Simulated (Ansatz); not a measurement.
One change: `CC(C)Cc1ccccc1` becomes `O=C(F)c1ccccc1`.

Ansatz, PBE0-D4/def2-TZVP geometries, multiplicity 1. Each molecule was computed in one conformer, which needn't be the lowest.

```json
{"property": "HOMO–LUMO gap (B3LYP/def2-TZVPP) / eV", "`CC(C)Cc1ccccc1`": "6.36"}
{"property": "HOMO energy (PBE/def2-TZVPP) / eV", "`CC(C)Cc1ccccc1`": "-5.97"}
{"property": "size of the dipole moment (ωB97M-V/def2-TZVPP) / D", "`CC(C)Cc1ccccc1`": "0.32"}
{"property": "LUMO energy (PBE0/def2-TZVPP) / eV", "`CC(C)Cc1ccccc1`": "-0.17"}
{"property": "size of the dipole moment (B3LYP/def2-TZVPP) / D", "`CC(C)Cc1ccccc1`": "0.33"}
{"property": "HOMO–LUMO gap (PBE/def2-TZVPP) / eV", "`CC(C)Cc1ccccc1`": "4.89"}
```

**Question.** Give the same properties after the change, and the shifts. (Estimate.)

**Answer.** Computed: 
```tsv
property	`O=C(F)c1ccccc1`	shift
HOMO–LUMO gap (B3LYP/def2-TZVPP) / eV	5.65	-0.71
HOMO energy (PBE/def2-TZVPP) / eV	-6.97	-1.00
size of the dipole moment (ωB97M-V/def2-TZVPP) / D	3.83	3.51
LUMO energy (PBE0/def2-TZVPP) / eV	-1.92	-1.75
size of the dipole moment (B3LYP/def2-TZVPP) / D	3.94	3.61
HOMO–LUMO gap (PBE/def2-TZVPP) / eV	4.20	-0.69
```

With PBE0 the HOMO falls by 1.04 eV and the LUMO falls by 1.75 eV, so the gap narrows by about 0.71 eV. PBE moves the HOMO by -1.00 eV and ωB97M-V by -1.05 eV. Dipoles are sizes alone; their direction can turn.

B3LYP here is the variant with VWN-RPA as its local correlation; programs differ in this.
